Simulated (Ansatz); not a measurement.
Isolated molecules relaxed with PBE0-D4/def2-TZVP in Ansatz; ΔE leaves out vibrations. CBS: MP2 limit from def2 TZ/QZ plus the TZ coupled-cluster correction, frozen cores. Functionals use def2-TZVPP. B3LYP here is the variant with VWN-RPA as its local correlation; programs differ in this. For Br, Na outer-core shells are correlated without core-valence functions, which leaves a few kJ/mol of doubt a bond. Scalar relativity is left out up to krypton. One conformer a species, not always the lowest.

Reaction (redistribution): `CB(S)Br` + `[OH][Na]` → `CB(O)S` + `[Na][Br]`

`CB(S)Br`:

```xyz
8

C    -0.650   -0.644   -0.126
B     0.192    0.663   -0.180
S     1.728    0.964    0.678
Br   -0.429    2.139   -1.258
H    -0.221   -1.422    0.508
H    -1.660   -0.420    0.232
H    -0.773   -1.047   -1.136
H     1.814   -0.234    1.282
```

`[OH][Na]`:

Cartesian coordinates in Å:
```
O -0.200 0.075 0.246
Na 0.985 -0.370 -1.210
H -0.784 0.294 0.964
```

`CB(O)S`:

Cartesian coordinates in Å:
```
C -0.957 0.560 0.070
B 0.504 0.003 0.005
O 1.547 0.867 0.121
S 0.874 -1.773 -0.226
H -1.490 0.363 -0.866
H -1.533 0.073 0.862
H -0.966 1.636 0.248
H 2.417 0.464 0.069
H -0.397 -2.194 -0.284
```

`[Na][Br]`:

Cartesian coordinates in Å:
```
Na -0.271 1.220 0.102
Br 0.271 -1.220 -0.102
```

```json
{"level": "r2SCAN-D4", "ΔE (kcal/mol)": "-52.7", "difference from CCSD(T)/CBS": "-3.2"}
{"level": "B3LYP-D4", "ΔE (kcal/mol)": "-52.2", "difference from CCSD(T)/CBS": "-2.7"}
{"level": "r2SCANh-D4", "ΔE (kcal/mol)": "-53.6", "difference from CCSD(T)/CBS": "-4.1"}
{"level": "BHLYP-D4", "ΔE (kcal/mol)": "-56.0", "difference from CCSD(T)/CBS": "-6.5"}
{"level": "PBE-QIDH", "ΔE (kcal/mol)": "-53.6", "difference from CCSD(T)/CBS": "-4.1"}
{"level": "r2SCAN", "ΔE (kcal/mol)": "-52.8", "difference from CCSD(T)/CBS": "-3.3"}
{"level": "HF/def2-SVP", "ΔE (kcal/mol)": "-66.7", "difference from CCSD(T)/CBS": "-17.2"}
{"level": "MP2/def2-TZVPP", "ΔE (kcal/mol)": "-49.3", "difference from CCSD(T)/CBS": "0.2"}
{"level": "CCSD/def2-TZVPP", "ΔE (kcal/mol)": "-53.0", "difference from CCSD(T)/CBS": "-3.5"}
{"level": "HF/def2-QZVPP", "ΔE (kcal/mol)": "-62.7", "difference from CCSD(T)/CBS": "-13.2"}
{"level": "CCSD(T)/CBS", "ΔE (kcal/mol)": "-49.5", "difference from CCSD(T)/CBS": "0"}
```

Largest T1 diagnostic among the species: 0.012.

In def2-TZVPP, CCSD(T) changes the Hartree–Fock value by +11.5 kcal/mol (the triples alone add +1.3 kcal/mol) and MP2 by +13.8 kcal/mol. From PBE to PBE0 (25 % exact exchange), in def2-TZVPP and without D4, ΔE moves by −3.3 kcal/mol. Leaving LDA and LC-ωPBE aside and taking each functional with its dispersion term where it has one, the values, not all of them listed here, spread over 7.0 kcal/mol, from BHLYP-D4 to revPBE-D4. LDA lies −0.8 kcal/mol from PBE without D4.
